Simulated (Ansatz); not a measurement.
Input for Ansatz (a quantum-chemistry and plane-wave program): U-PBE/cc-pVTZ on SeH, 2S+1 = 2, a point of a bond scan (R = 1.475 Å).

Ansatz 0.2 input:
```yaml
crystal:
  periodic: [false, false, false]
  atoms:
    - {symbol: Se, position_ang: [-0.00000000, -0.00000000, -0.04214023]}
    - {symbol: H, position_ang: [0.00000000, 0.00000000, 1.43276767]}
basis:
  gaussian:
    orbitals: cc-pVTZ
hamiltonian:
  xc: {name: PBE}
magnetization: {spin_polarized: true, initial_magnetization: 1}
```

The head of its log:

```
WARN ansatz: RAYON_NUM_THREADS=2 ignored (pool sized by the plan → 2); use --threads N
Functional definition: PBE
integrals: 0.01 GiB planned
440 factors; their error is unknown
mean field: 0.15 GiB planned
mean field evaluation 1: about -65355.8459 eV, gradient 7.7e0 eV
mean field evaluation 2: about -65356.0256 eV, gradient 4.5e0 eV
```

Q: Give the final energy of this run.

A: -2401.7938 hartree.
